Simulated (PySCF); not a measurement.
Species: C5H7OS (doublet state).
SMILES with atom numbers: `[OH:1][CH2:2][C:3]1=[CH:4][CH2:5][CH:6][S:7]1` (hydrogens: H8 on O1; H9, H10 on C2; H11 on C4; H12, H13 on C5; H14 on C6)

Cartesian coordinates in Å at the GFN2-xTB level; atoms count from 1:
```xyz
14
C5H7OS angstrom
O      2.6201   -0.0028    0.9767
C      1.9444   -0.3321   -0.2132
C      0.4801   -0.0269   -0.1517
C     -0.5513   -0.8698   -0.1480
C     -1.9041   -0.2484   -0.0538
C     -1.6725    1.2144    0.0201
S     -0.0259    1.6618   -0.0318
H      2.4640    0.9295    1.1716
H      2.0895   -1.4063   -0.3527
H      2.3913    0.1996   -1.0683
H     -0.4391   -1.9385   -0.2107
H     -2.4462   -0.6239    0.8288
H     -2.5248   -0.5224   -0.9222
H     -2.4262    1.9653    0.1180
```

The hyperfine couplings belong to this conformer and change with its torsions.

Theory: UKS B3LYP, pcH-1 on C H O S, non-relativistic, mean-field spin-orbit, GIAO in PySCF. One conformer (not necessarily the lowest) at the GFN2-xTB geometry, without solvent, vibrations or thermal averaging. Couplings are sensitive to structure, and on GFN2-xTB geometries they can be far from those on DFT ones. Stability of the SCF solution: not tested.

(1) What is the g tensor, term by term?

(2) How much does each term add to the isotropic shift?

(3) At 9.61 GHz, how far is the centre of the isotropic spectrum from where a free electron (g = 2.002319) resonates?

(4) What effective moment and Curie constant follow for a powder?

(5) In a frozen sample, at which fields do the three g values resonate at 9.5, 34, 94 and 263 GHz (hyperfine left aside), and which band first spreads them over more than twice a line width of 1.0 mT?

Answers

(1) 
| Δg (ppt) | 1 | 2 | 3 |
| --- | --- | --- | --- |
| relativistic mass correction | -0.16 | -0.16 | -0.16 |
| gauge correction | 0.00 | 0.03 | 0.03 |
| orbital Zeeman/spin–orbit | -0.17 | 0.42 | 5.56 |
| total | -0.33 | 0.29 | 5.44 |

So g = 2.00199, 2.00261, 2.00776 and g_iso = 2.00412; the tensor is close to axial: the two nearest values differ by 11 % of g3 − g1. Axes: g3 points within 14° of the C3–S7 bond.

(2) The orbital-Zeeman/spin–orbit term 1.94, the mass correction -0.16 and the gauge correction 0.02 ppt, for a total of 1.80 ppt. The orbital-Zeeman/spin–orbit term is the largest in size. The mass correction is the same along every axis, so the anisotropy comes from the other two: their spans along these axes are 0.03 (gauge) and 5.73 ppt (orbital Zeeman/spin–orbit).

(3) B = hν/(g μB) with μB/h = 13.99624 MHz/mT gives 342.91 mT for the free electron and 342.60 mT at g_iso, 0.31 mT lower.

(4) With the mean of g² = 4.0165 and S(S+1) = 0.75: μ_eff = √(⟨g²⟩S(S+1)) = 1.736 μB and χT = 0.12505·⟨g²⟩·S(S+1) = 0.377 cm³ K/mol (cgs; spin-Hamiltonian part alone).

(5) 
```
band    GHz  B(g3) mT  B(g2) mT  B(g1) mT  spread mT
   X    9.5    338.07    338.94    339.04       0.97
   Q   34.0   1209.92   1213.03   1213.40       3.48
   W   94.0   3345.07   3353.67   3354.70       9.63
   J  263.0   9359.08   9383.15   9386.03      26.94
```

The spread grows in proportion to the frequency. Q band is the first where it exceeds 2.0 mT.

The Mulliken spin populations are largest on C6 (+0.83), S7 (+0.15), C5 (-0.09) and C4 (+0.07). The angles at C6 add up to 360.0°, so it is planar; its axial dipolar tensor and the negative coupling of its proton fit spin in a p orbital normal to that plane.

The HOMO–LUMO gaps are 4.33 eV among the α and 5.24 eV among the β orbitals.
